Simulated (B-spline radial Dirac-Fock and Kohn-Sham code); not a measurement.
## Ga²⁺: eigenvalues, ΔSCF and the reference

System: Ga²⁺, [Ar] 3d10 4s1.

The density-functional columns are spherical, spin-unpolarised Dirac-Kohn-Sham results without Breit or QED terms: −ε is minus the orbital energy of the initial state and ΔSCF the difference of two total energies. The reference in the last column comes from multi-electron Dirac-Fock with separately optimised hole states, Breit and Lamb-shift corrections added in first order. All numbers are from a radial finite-basis atomic code, in eV; a selection of levels is shown. The Kohn-Sham columns are given as differences from the reference. For the 1s level of heavy atoms much of the gap between ΔSCF and the reference is the Breit and QED part, -20.2 eV here; for other levels the error of the functional can be larger.

| level | PBE −ε − DF | PBE ΔSCF − DF | LDA −ε − DF | LDA ΔSCF − DF | Dirac-Fock |
| --- | --- | --- | --- | --- | --- |
| 1s | -151.1 | +39.2 | -170.2 | +19.4 | 10398.6 |
| 2s | -53.9 | -24.3 | -56.0 | -26.2 | 1335.9 |
| 2p1/2 | -37.3 | -0.7 | -37.8 | -1.2 | 1174.5 |
| 2p3/2 | -37.8 | -2.1 | -38.3 | -2.5 | 1147.4 |
| 3p1/2 | -18.4 | -6.8 | -18.5 | -6.8 | 140.0 |
| 3p3/2 | -18.4 | -6.9 | -18.5 | -7.0 | 136.4 |
| 3d3/2 | -7.7 | +3.0 | -7.3 | +3.4 | 47.34 |
| 3d5/2 | -7.7 | +2.9 | -7.3 | +3.3 | 46.91 |
| 4s | -3.5 | +1.7 | -3.1 | +2.0 | 29.61 |

For the outermost level NIST gives 30.72576 eV (measured); the differences from it are PBE −ε -4.66, PBE ΔSCF +0.55, LDA −ε -4.25, LDA ΔSCF +0.87, Dirac-Fock -1.12 eV.

Values without a named source are computed, but for edge energies of neutral atoms, which are taken from tables.
